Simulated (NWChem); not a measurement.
System: CH3FSi, singlet; SMILES C[Si]F

Here is an NWChem input.

```
start job
memory heap 200 mb stack 900 mb global 1100 mb
geometry units angstroms noautoz
  Si     0.662636     0.145361     0.000000
  F     -0.534676     1.272381     0.000000
  C     -0.434259    -1.400187     0.000000
  H      0.142849    -2.337684     0.000000
  H     -1.096547    -1.389037    -0.884974
  H     -1.096547    -1.389037     0.884974
end
basis spherical
  Si library def2-tzvp
  F library def2-tzvp
  C library def2-tzvp
  H library def2-tzvp
end
dft
  xc slater pw91lda
  iterations 150
  mulliken
end
task dft energy
```

Low-valent species are run as closed-shell singlets; no triplet was tried in these runs. Coordinates come from a PBE0/def2-SVP optimisation.

**Question.** Predict the main results of this run. (LDA (Slater exchange, PW92)/def2-TZVP.) Quantities: energy (Ha); highest occupied level (eV); orbital gap (eV); dipole (D).

**Answer.** 
```
Quantity                      Result
---------------------------  -------
energy (Ha)                  -427.16
highest occupied level (eV)    -5.65
orbital gap (eV)                2.46
dipole (D)                      1.64
```
